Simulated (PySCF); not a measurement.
## Radial density of Tb⁵¹⁺ (terbium, charge +51)

UHF, [Ne] 3s2 3p2, high-spin 3P determinant. Calculation: PySCF 2.14, in an even-tempered Gaussian basis (17 s from 12 bohr⁻², ratio 2.5; 12 p from 15 bohr⁻², ratio 2.5; 4 d from 60 bohr⁻², ratio 2.7; 4 f from 90 bohr⁻², ratio 2.7); the spin-free X2C one-electron Hamiltonian (Gaussian nucleus).

| r (bohr) | 4πr²ρ (e/bohr) | 4πr²(ρα − ρβ) |
| --- | --- | --- |
| 0.0155 | 86.98 | 0.7463 |
| 0.0261 | 72.52 | 2.4458 |
| 0.0439 | 85.61 | 4.5138 |
| 0.0739 | 97.65 | 1.6851 |
| 0.124 | 38.04 | 2.6110 |
| 0.209 | 25.60 | 11.7215 |
| 0.352 | 3.984 | 1.9277 |
| 0.592 | 0.02345 | 0.0099 |

Densities and radii are taken from the X2C orbitals without a picture-change correction, which distorts them close to the nucleus.

Spin-orbit coupling is strong in this species (close to jj coupling), so the high-spin LS determinant is a model state, not a physical level.
